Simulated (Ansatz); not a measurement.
A structure relaxed at r2SCAN-D4/def2-SVPD in Ansatz, charge -1, doublet:

```xyz
6

Au   -2.613    0.292   -1.127
Au   -0.040    0.282   -1.648
Au    1.475   -0.165    0.636
Au   -1.264   -0.136    1.085
O     2.008    0.132   -1.230
O     0.434   -0.405    2.283
```

Problem. Give its formula and point group.

Solution. Au₄O₂⁻ (the lowest doublet isomer of a short search). Point group C2v (tolerance 0.1 Å).

Problem. Summarise the bond lengths by kind (pairs closer than 1.2 times the sum of covalent radii, bridged metal pairs left out).

Solution. 4 × Au–O 1.96 to 2.10 Å; 3 × Au–Au 2.63 to 3.02 Å.

In the def2 sets Au takes a core potential; there is no spin–orbit coupling. The structure comes from a short search, and lower isomers may exist.
